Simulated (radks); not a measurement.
Exchange energies: the exact (Fock) value of the Kohn-Sham orbitals and density-functional approximations, in hartree. Species: Ca2+ [Ar]; Be [He] 2s2. Calculated with a radial shooting solver on a logarithmic mesh with Libxc functionals: non-relativistic Kohn-Sham, exchange-only PBE, spin-polarised, spherical densities, point nucleus. Every spin shell is full or empty, so the densities are truly spherical. Functionals are evaluated on that one density, not self-consistently.

functional      Ca2+        Be
exact       -34.9157  -2.65221
LDA          -32.320   -2.3038
PBEsol       -33.758   -2.5105
RPBE         -34.887   -2.6715
PW91         -34.868   -2.6367
PW86         -35.041   -2.6734
OPTX         -34.966   -2.6540
WC           -34.398   -2.5713
AM05         -32.620   -2.3788
r2SCAN       -34.919   -2.6464
